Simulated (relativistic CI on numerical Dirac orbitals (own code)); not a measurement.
# Crystal-field levels of Cr²⁺, 3d4

Calculated by Dirac-Coulomb-Breit CI, orbitals from a KLI potential per configuration, model QED (radiative potential, 1s self-energy scaled to tabulated hydrogen-like ionisation energies), valence Slater integrals scaled by 0.75, one configuration in a parametric crystal field (own radial code).

Field parameters in Wybourne normalisation: Oh B⁴₀ = 21Dq, B⁴₄ = √(5/14) B⁴₀. The field is a parameter set, without covalency.

S and J are read from ⟨S²⟩ = S(S + 1) and ⟨J²⟩ = J(J + 1) of each level; they are not fictitious spins.

Oh, 10Dq = 3250 cm⁻¹, the lowest 16 levels:

| E (cm⁻¹) | Degeneracy | Irrep | S | J |
| --- | --- | --- | --- | --- |
| 0.0 | 1 | A1 | 2.00 | 2.76 |
| 8.8 | 3 | T1 | 2.00 | 2.83 |
| 17.6 | 2 | E | 2.00 | 2.89 |
| 25.0 | 3 | T2 | 2.00 | 2.95 |
| 32.5 | 1 | A2 | 2.00 | 3.00 |
| 3177 | 3 | T2 | 2.00 | 2.40 |
| 3181 | 3 | T1 | 2.00 | 2.51 |
| 3187 | 1 | A1 | 2.00 | 2.64 |
| 3336 | 3 | T1 | 2.00 | 3.33 |
| 3338 | 2 | E | 2.00 | 3.37 |
| 3436 | 3 | T2 | 2.00 | 3.80 |
| 12941 | 1 | A1 | 1.00 | 5.01 |
| 12995 | 3 | T1 | 1.00 | 4.82 |
| 13040 | 3 | T2 | 1.00 | 4.23 |
| 13050 | 2 | E | 1.00 | 4.21 |
| 14930 | 3 | T2 | 1.00 | 5.12 |

Oh, 10Dq = 31850 cm⁻¹, the lowest 10 levels:

| E (cm⁻¹) | Degeneracy | Irrep | S | J |
| --- | --- | --- | --- | --- |
| 0.0 | 1 | A1 | 1.00 | 4.48 |
| 121 | 3 | T1 | 1.00 | 4.28 |
| 336 | 2 | E | 1.00 | 3.83 |
| 337 | 3 | T2 | 1.00 | 3.84 |
| 9015 | 3 | T2 | 0.00 | 4.54 |
| 10112 | 2 | E | 0.00 | 4.62 |
| 13984 | 1 | A2 | 2.00 | 3.00 |
| 13984 | 3 | T2 | 2.00 | 2.99 |
| 13985 | 2 | E | 2.00 | 2.99 |
| 13985 | 3 | T1 | 2.00 | 2.98 |

Oh, 10Dq = 29250 cm⁻¹, the lowest 10 levels:

| E (cm⁻¹) | Degeneracy | Irrep | S | J |
| --- | --- | --- | --- | --- |
| 0.0 | 1 | A1 | 1.00 | 4.48 |
| 121 | 3 | T1 | 1.00 | 4.28 |
| 335 | 2 | E | 1.00 | 3.84 |
| 336 | 3 | T2 | 1.00 | 3.85 |
| 8939 | 3 | T2 | 0.00 | 4.56 |
| 10062 | 2 | E | 0.00 | 4.65 |
| 11439 | 1 | A2 | 2.00 | 3.00 |
| 11440 | 3 | T2 | 2.00 | 2.99 |
| 11440 | 2 | E | 2.00 | 2.99 |
| 11441 | 3 | T1 | 2.00 | 2.98 |

Oh, 10Dq = 26650 cm⁻¹, the lowest 16 levels:

| E (cm⁻¹) | Degeneracy | Irrep | S | J |
| --- | --- | --- | --- | --- |
| 0.0 | 1 | A1 | 1.00 | 4.48 |
| 122 | 3 | T1 | 1.00 | 4.29 |
| 334 | 2 | E | 1.00 | 3.84 |
| 336 | 3 | T2 | 1.00 | 3.85 |
| 8858 | 3 | T2 | 0.01 | 4.58 |
| 8902 | 1 | A2 | 2.00 | 3.00 |
| 8903 | 3 | T2 | 2.00 | 3.00 |
| 8905 | 2 | E | 2.00 | 2.99 |
| 8906 | 3 | T1 | 2.00 | 2.98 |
| 8907 | 1 | A1 | 2.00 | 2.98 |
| 10003 | 2 | E | 0.00 | 4.69 |
| 18926 | 1 | A1 | 0.00 | 3.76 |
| 24233 | 3 | T1 | 1.00 | 5.02 |
| 24240 | 3 | T2 | 1.00 | 5.01 |
| 24756 | 1 | A1 | 1.00 | 4.25 |
| 24847 | 3 | T1 | 1.00 | 4.20 |

Oh, 10Dq = 24050 cm⁻¹, the lowest 10 levels:

| E (cm⁻¹) | Degeneracy | Irrep | S | J |
| --- | --- | --- | --- | --- |
| 0.0 | 1 | A1 | 1.00 | 4.49 |
| 122 | 3 | T1 | 1.00 | 4.29 |
| 334 | 2 | E | 1.00 | 3.85 |
| 337 | 3 | T2 | 1.00 | 3.86 |
| 6376 | 1 | A2 | 2.00 | 3.00 |
| 6378 | 3 | T2 | 2.00 | 2.99 |
| 6381 | 2 | E | 2.00 | 2.99 |
| 6383 | 3 | T1 | 2.00 | 2.98 |
| 6385 | 1 | A1 | 2.00 | 2.98 |
| 8769 | 3 | T2 | 0.00 | 4.60 |

The free-ion ground term has S = 2. The field overcomes the spin-pairing energy for Oh, 10Dq = 31850 cm⁻¹; Oh, 10Dq = 29250 cm⁻¹; Oh, 10Dq = 26650 cm⁻¹; Oh, 10Dq = 24050 cm⁻¹, where the ground state has lower spin; these fields are assumed values.

Levels of this model without a field, named by their leading LS term (the scale mimics covalency, so terms lie below those of the real free ion): 5D_0 0, 5D_1 57, 5D_2 169, 5D_3 330, 5D_4 533, 3H_4 14695, 3H_5 14801, 3H_6 14915 cm⁻¹.
